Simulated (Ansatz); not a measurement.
Isolated molecules relaxed with PBE0-D4/def2-TZVP in Ansatz; ΔE leaves out vibrations. CCSD(T)/CBS adds triple-zeta CCSD(T) − MP2 to the extrapolated MP2 energy (def2 sets, frozen cores). This one scheme is used for every species. Functionals use def2-TZVPP. For Br outer-core shells are correlated without core-valence functions, which leaves a few kJ/mol of doubt a bond. Scalar relativity is left out up to krypton. Each species was taken in one conformer, which may not be the lowest.

Consider the ligand exchange at a B–Br bond: `SB(Cl)Br` + H₂S → `SB(S)Cl` + HBr.

Question: Is it downhill or uphill in electronic energy at CCSD(T)/CBS, and by how much? (Best estimate.)

Answer: Computed: Uphill: ΔE = +4.4 kJ/mol.

Question: What do these levels give: BHLYP, RPA@PBE/def2-TZVPP, CCSD/def2-SVP, CCSD(T)/def2-SVP, HF/def2-TZVPP, MP2/CBS(def2)? (Estimate.)

Answer: The calculation gave: BHLYP 2.5, RPA@PBE/def2-TZVPP 4.9, CCSD/def2-SVP -1.1, CCSD(T)/def2-SVP -1.2, HF/def2-TZVPP 4.9, MP2/CBS(def2) 6.0 kJ/mol.

Largest T1 diagnostic among the species: 0.013.

Leaving LDA and LC-ωPBE aside and taking each functional with its dispersion term where it has one, the values, not all of them listed here, spread over 4.5 kJ/mol, from revPBE-D4 to B2PLYP. At CCSD(T), def2-SVP lies −5.6 kJ/mol from the extrapolated value and def2-TZVPP −1.0 kJ/mol.
